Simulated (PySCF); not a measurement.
C₂H₇ClOSi₂, SMILES C=C([SiH3])O[SiH2]Cl. Atoms are numbered in the order given.

```xyz
13

C     -1.1223     0.4779     1.3722
C     -1.1532    -0.2386     0.2383
Si    -2.6958    -1.0843    -0.4513
O     -0.0549    -0.4371    -0.5701
Si     1.5672    -0.3724    -0.1865
Cl     2.1965     1.5793     0.1382
H     -0.2204     0.9856     1.7270
H     -2.0301     0.5908     1.9674
H     -2.4566    -2.5524    -0.5548
H     -3.8422    -0.8195     0.4623
H     -2.9936    -0.5542    -1.8117
H      1.8204    -1.1406     1.0568
H      2.2754    -0.9020    -1.3697
```

Coordinates come from a B3LYP-D3(BJ)/def2-SVP optimisation. The structure was generated by enumeration, and PubChem lists no compound with its InChIKey, so it may never have been made. Other conformers were not sampled.

All values below come from SMD-ωB97X/def2-SVP run with PySCF.

Solvation free energies are E(SMD) − E(gas) at the gas-phase geometry, for 1 M in both phases. In vacuum the dipole moment is 1.18 D.

```
solvent        ΔG(solv) (kcal/mol)  its non-electrostatic (CDS) part  dipole (D)
-------------  -------------------  --------------------------------  ----------
water                          2.4                               4.9        1.56
1-octanol                     -1.5                               0.6        1.49
chlorobenzene                    …                                 …           …
```

Question: Some entries are withheld; supply them. (An estimate is asked for; the answer gives what the named calculation found.)

Answer: 
- chlorobenzene, ΔG(solv) (kcal/mol): -2.3
- chlorobenzene, its non-electrostatic (CDS) part: -0.8
- chlorobenzene, dipole (D): 1.44
